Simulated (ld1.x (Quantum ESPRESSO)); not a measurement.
## cadmium (Cd): one change to an ultrasoft potential, before and after

- Element: Cd
- Generator: ld1.x (Quantum ESPRESSO) 7.5
- Type: ultrasoft
- Functional: BP86
- Relativity: fully relativistic
- Frozen core: [Kr] 4d10
- Valence charge: 2
- Reference configuration: 5s1.5 5p0.5
- Partial waves: 5s (bound): rcut 2.20, rcutus 2.70 bohr; 5s channel at 0.35 Ry: rcut 2.20, rcutus 2.70 bohr; 5p (bound): rcut 2.30, rcutus 2.60 bohr; 5p channel at 1.95 Ry: rcut 2.30, rcutus 2.60 bohr; 5d channel at 0.05 Ry: rcut 2.30, rcutus 2.95 bohr; 5d channel at 1.15 Ry: rcut 2.30, rcutus 2.95 bohr
- Local potential: all-electron potential smoothed inside 2.65 bohr (lloc = -1)
- Core correction: a·sin(br)/r model core, default radius (core density twice the valence density)
- Augmentation charge: PSQ, inside the norm-conserving radii

Open shells are filled in proportion to 2j + 1 (rel_dist='average').

Change: core correction a·sin(br)/r model core inside 2.78 bohr.

Cutoffs: the cutoffs (Ry, on a coarse ladder) from which the occupation-weighted sum of valence levels, in a spherical-Bessel basis at the reference potential, stays within 10 and 1 mRy of its value at 400 Ry; they do not see the model core or the augmentation charge, which bear on the density cutoff. Errors are all-electron minus pseudo energies relative to the spin-unpolarised reference configuration.

Q: Predict the effect on cutoff, ghosts and configuration errors.

A: Both files are so soft that the ladder of cutoffs tells neither apart; both files keep a bound ghost (d); of the 6 tests that both files solve, the error grows in 0 and shrinks in 4 by more than 15 % and 0.3 meV (median size 31.0 → 3.9 meV). The default core radius of the base comes out at 2.26 bohr. A wider model core is smoother and lowers the density cutoff, which this test does not measure.

```csv
quantity,base,changed
"cutoff, loose",6 Ry,6 Ry
"cutoff, tight",6 Ry,6 Ry
bound ghosts,"d5/2, d3/2","d5/2, d3/2"
"error for 5s2 5p0, meV [ΔE -2.32 eV]",-7.5,-3.7
"error for 5s1 5p0, meV [ΔE 7.15 eV]",-66,-58
"error for 5s1.5 5p0, meV [ΔE 1.49 eV]",-4.8,-4.1
"error for 5s0 5p1, meV [ΔE 12.99 eV]",-156,-93
"error for 5s1 5p1, meV [ΔE 2.40 eV]",-6.8,-2.1
"error for 5s0 5p2, meV [ΔE 7.42 eV]",-55,-3.3
s: phases at 3.19 bohr within 0.05 rad from the reference energy up to (Ry; the scan ends near 5),2.2,2.2
p1/2: phases at 3.19 bohr within 0.05 rad from the reference energy up to (Ry; the scan ends near 5),3.4,3.4
p3/2: phases at 3.19 bohr within 0.05 rad from the reference energy up to (Ry; the scan ends near 5),3.4,3.4
d3/2: phases at 3.19 bohr within 0.05 rad from the reference energy up to (Ry; the scan ends near 5),3.9,3.9
d5/2: phases at 3.19 bohr within 0.05 rad from the reference energy up to (Ry; the scan ends near 5),4.0,4.0
lowest overlap eigenvalue by channel,"s 0.35, p1/2 0.56, p3/2 0.56, d3/2 0.87, d5/2 0.87","s 0.35, p1/2 0.56, p3/2 0.56, d3/2 0.87, d5/2 0.87"
```

 A true bound ghost makes a file unfit for plane-wave use even where its test errors are small: the radial tests pick states by their node count and pass the ghost by.
